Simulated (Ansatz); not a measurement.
Consider the cleavage of the Si–B bond: `F[Si](F)(F)BCl` + CH₃SH → `CS[Si](F)(F)F` + `BCl`.

Isolated molecules relaxed with PBE0-D4/def2-TZVP in Ansatz; ΔE leaves out vibrations. CBS: MP2 limit from def2 TZ/QZ plus the TZ coupled-cluster correction, frozen cores. This one scheme is used for every species. Functionals use def2-TZVPP. Each species was taken in one conformer, which may not be the lowest.

CCSD(T)/CBS gives -83.5 kJ/mol.

Problem. Another level gave -85.3 kJ/mol. Which?
A. revPBE/def2-TZVPP
B. HF/def2-TZVPP
C. PBE0/def2-TZVPP
D. MP2/def2-TZVPP

Solution. B. HF/def2-TZVPP -85.3, PBE0 -78.0, revPBE -71.5, MP2/def2-TZVPP -89.8 kJ/mol.

Problem. What do rigid-rotor, harmonic-oscillator terms from PBE0-D4/def2-TZVP frequencies (298.15 K, 1 bar) make of the CCSD(T)/CBS value? (An estimate is asked.)

Solution. Ansatz gave: ΔZPE = +1.6 kJ/mol, ΔH = -81.9 kJ/mol, ΔS = -17 J/(mol·K), ΔG = -76.8 kJ/mol. Modes under 50 cm⁻¹ make the entropy rough.

Largest T1 diagnostic among the species: 0.013.

From BLYP to BHLYP (50 % exact exchange), in def2-TZVPP and without D4, ΔE moves by −10.3 kJ/mol. Leaving LDA and LC-ωPBE aside and taking each functional with its dispersion term where it has one, the values, not all of them listed here, spread over 12.1 kJ/mol, from r2SCAN0-D4 to PBE-D4. The D4 term adds −4.3 kJ/mol with B3LYP and −2.2 kJ/mol with PBE0; it sums over pairs of atoms, weighted by their polarisabilities, and B3LYP, whose exchange is more repulsive, gets the larger term.

B3LYP here is the variant with VWN-RPA as its local correlation; programs differ in this.
